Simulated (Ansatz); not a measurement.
H2B2O, SMILES `[H]/B=B/O` (charge 0, multiplicity 1).

Cartesian coordinates (Å):
```xyz
5

B      1.2967     0.0084     0.3012
B     -0.1856    -0.1272     0.0424
O     -1.4614    -0.3115    -0.2379
H      2.4346     0.1493     0.5313
H     -2.0842     0.2810     0.2049
```
Charge 0, multiplicity 1.

Frozen-core energies in cc-pVTZ from Ansatz (an electronic-structure program) at a geometry from B3LYP-D3(BJ)/def2-TZVP; the HF reference has <S^2> = 0.00 (restricted, and unstable towards unrestricted orbitals) and the T1 diagnostic is 0.016.

```json
[
 {"level": "HF", "energy (Ha)": "-125.34897"},
 {"level": "MP2", "energy (Ha)": "-125.75988"},
 {"level": "CCSD", "energy (Ha)": "-125.78503"},
 {"level": "CCSD(T)", "energy (Ha)": "-125.80280"}
]
```

### Question
Estimate the energies of CCSDT and CCSDT(Q), and give each level's difference from CCSDT(Q).

### Answer

| level | energy (Ha) | difference from CCSDT(Q) (mHa) |
|---|---|---|
| MP2 | -125.75988 | 46.01 |
| CCSD | -125.78503 | 20.86 |
| CCSD(T) | -125.80280 | 3.09 |
| CCSDT | -125.80445 | 1.44 |
| CCSDT(Q) | -125.80589 | 0.00 |
